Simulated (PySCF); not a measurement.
Compound: PhCH2CF2CH3, C₉H₁₀F₂.
Atom-mapped SMILES: `[CH3:1][C:2]([F:3])([F:4])[CH2:5][c:6]1[cH:7][cH:8][cH:9][cH:10][cH:11]1`

NICS = −σ at a ghost point: NICS(0) at the centroid of the ring atoms, NICS(1) 1 Å to either side along the normal of their mean plane, zz for the tensor component along that normal. Level: GIAO PBE0/pcSseg-1 (PySCF, non-relativistic, gas phase) on the GFN2-xTB geometry, one conformer.

Ring bond lengths (Å), with Mayer bond orders in brackets: C6–C7 1.389 (1.40), C7–C8 1.384 (1.44), C8–C9 1.384 (1.44), C9–C10 1.385 (1.43), C10–C11 1.383 (1.44), C11–C6 1.389 (1.40).

Question: Give the NICS values of each ring in ppm.

Answer: 
| ring | type | NICS(0) | NICS(1), two faces | NICS(1)zz, two faces | rms pucker (Å) | centre to ring atoms, mean (Å) |
| --- | --- | --- | --- | --- | --- | --- |
| C6–C7–C8–C9–C10–C11 | 6-membered carbocycle; formal bonds all aromatic | -8.5 | -11.1 / -11.3 | -28.4 / -29.4 | 0.00 | 1.39 |

Question: What can be read from them?

Answer: 
- C6–C7–C8–C9–C10–C11: mean NICS(1)zz -28.9 ppm, shielded. For a flat ring without four-coordinate atoms the NICS criterion counts such a value as aromatic.

Question: How equal are the bonds by HOMA? HOMA takes Krygowski's 1993 parameters.

Answer: 
- C6–C7–C8–C9–C10–C11: HOMA 1.00 = 1 − EN − GEO, with mean bond length 1.386 Å, EN = α(Ropt − mean)² = 0.001 and GEO = α × variance = 0.002. The geometric and the magnetic index point the same way.

Question: Give the inner angles of the rings and the Hirshfeld charges of the ring atoms.

Answer: 
- C6–C7–C8–C9–C10–C11: C6 119.1° (+0.004 e), C7 120.5° (-0.050 e), C8 120.1° (-0.049 e), C9 119.8° (-0.050 e), C10 120.1° (-0.046 e), C11 120.4° (-0.050 e); sum 720.0° against 720° for a flat convex ring.

Question: What are the shieldings of the ring atoms and their hydrogens in the same run (means over atoms taken as equivalent)?

Answer: 
```
       atoms                  environment  σ isotropic (ppm)  principal values of the symmetric part, first atom (ppm)
          C6  substituted aromatic carbon               45.7                                        -58.0, 17.2, 177.8
     C7 (×2)           aromatic CH carbon               50.7                                        -56.2, 46.4, 163.1
     C8 (×2)           aromatic CH carbon               52.6                                        -57.9, 39.3, 177.3
          C9           aromatic CH carbon               53.9                                        -56.5, 38.6, 179.7
H on C7 (×2)            aromatic hydrogen              24.10                                          20.8, 22.9, 29.1
H on C8 (×2)            aromatic hydrogen              24.04                                          20.6, 24.5, 27.1
     H on C9            aromatic hydrogen              24.09                                          20.7, 24.9, 26.6
```

Hardware: Arm Neoverse V1, one thread, no GPU, on a shared host. Cost: 60 s. This is the whole shielding run at PBE0/pcSseg-1, SCF included.

Conformer computed: `[CH3:1][C:2]([F:3])([F:4])[CH2:5][c:6]1[cH:7][cH:8][cH:9][cH:10][cH:11]1`: C1–C2–C5–C6 -54°, C2–C5–C6–C7 99°.
